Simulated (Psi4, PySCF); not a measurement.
Psi4 was given this input:
```
memory 2 GB

molecule {
0 2
C     1.20091201   -0.35409013   -0.26035158
N     0.15514093    0.39416532    0.26496238
C    -1.19676442   -0.02448973   -0.00558254
H     1.05672953   -0.73061468   -1.25611142
H     2.18829747   -0.05352778    0.03476338
H     0.30544302    0.67453837    1.22592736
H    -1.48256189   -0.93781616    0.53384176
H    -1.29621216   -0.21507721   -1.07354631
H    -1.88256807    0.77481933    0.27599336
}

set {
  basis 6-31g*
  reference uhf
  freeze_core true
  mp2_type conv
  scf_type pk
  puream true
  d_convergence 1e-8
}

energy('ccsd(t)')
print_variables()
```

Question: Convert this to an input for PySCF.

Answer: One answer among several that fit: 
```python
from pyscf import gto, scf, cc

mol = gto.M(
    atom='''
C     1.200912   -0.354090   -0.260352
N     0.155141    0.394165    0.264962
C    -1.196764   -0.024490   -0.005583
H     1.056730   -0.730615   -1.256111
H     2.188297   -0.053528    0.034763
H     0.305443    0.674538    1.225927
H    -1.482562   -0.937816    0.533842
H    -1.296212   -0.215077   -1.073546
H    -1.882568    0.774819    0.275993
''',
    basis='6-31g*',
    charge=0,
    spin=1,
    verbose=4,
)

mf = scf.UHF(mol)
mf.kernel()

mycc = cc.CCSD(mf, frozen=3)
mycc.kernel()
et = mycc.ccsd_t()
print('E(CCSD(T)) = %.10f' % (mycc.e_tot + et))
```

Both were run: Psi4 gave -134.063756 Eh and PySCF -134.063756 Eh, 0.000 mEh apart.
